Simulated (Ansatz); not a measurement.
Computed with Ansatz on PBE0-D4/def2-TZVP structures; ΔE is electronic, products minus reactants. CCSD(T)/CBS is the MP2 limit (def2-TZVPP, def2-QZVPP) plus CCSD(T) − MP2 in def2-TZVPP, frozen cores. This one scheme is used for every species. DFT in def2-TZVPP. HSE06 is defined as in plane-wave codes. No spin–orbit coupling; open shells (•) take unrestricted orbitals. Elements past krypton have def2 core potentials. For In outer-core shells are correlated without core-valence functions, which leaves a few kJ/mol of doubt a bond. One conformer a species, not always the lowest.

Consider the hydrogen abstraction from the In–H bond: `[NH2][InH][OH]` + `[OH]`• → `[NH2][In][OH]`• + H₂O.

| level | ΔE (kJ/mol) | difference from CCSD(T)/CBS |
| --- | --- | --- |
| revPBE-D4 | -233.3 | -17.2 |
| BLYP-D4 | -236.5 | -20.4 |
| HSE06-D4 | -217.5 | -1.4 |
| CAM-B3LYP-D4 | -209.0 | 7.1 |
| ωB97X-V | -199.1 | 17.0 |
| PBE-QIDH | -210.0 | 6.1 |
| BLYP | -237.4 | -21.3 |
| PBE0 | -216.8 | -0.7 |
| r2SCANh | -212.5 | 3.6 |
| BHLYP | -190.9 | 25.2 |
| LC-ωPBE | -200.3 | 15.8 |
| RPA@PBE/def2-TZVPP | -195.5 | 20.6 |
| CCSD/def2-SVP | -189.0 | 27.1 |
| SCS-MP2/def2-TZVPP | -214.6 | 1.5 |
| CCSD(T)/def2-TZVPP | -207.3 | 8.8 |
| MP2/CBS(def2) | -239.9 | -23.8 |
| CCSD(T)/CBS | -216.1 | 0 |

Task: What do rigid-rotor, harmonic-oscillator terms from PBE0-D4/def2-TZVP frequencies (298.15 K, 1 bar) make of the CCSD(T)/CBS value? (An estimate is asked.)

Result: Ansatz gave: ΔZPE = +15.6 kJ/mol, ΔH = -200.4 kJ/mol, ΔS = 6 J/(mol·K), ΔG = -202.2 kJ/mol. Open shells count their whole term as degenerate.

Largest T1 diagnostic among the species: 0.021.

From BLYP to BHLYP (50 % exact exchange), in def2-TZVPP and without D4, ΔE moves by +46.5 kJ/mol. Leaving LDA and LC-ωPBE aside and taking each functional with its dispersion term where it has one, the values, not all of them listed here, spread over 49.6 kJ/mol, from PBE-D4 to BHLYP-D4. LDA lies −28.6 kJ/mol from PBE without D4. At CCSD(T), def2-SVP lies +21.9 kJ/mol from the extrapolated value and def2-TZVPP +8.8 kJ/mol.
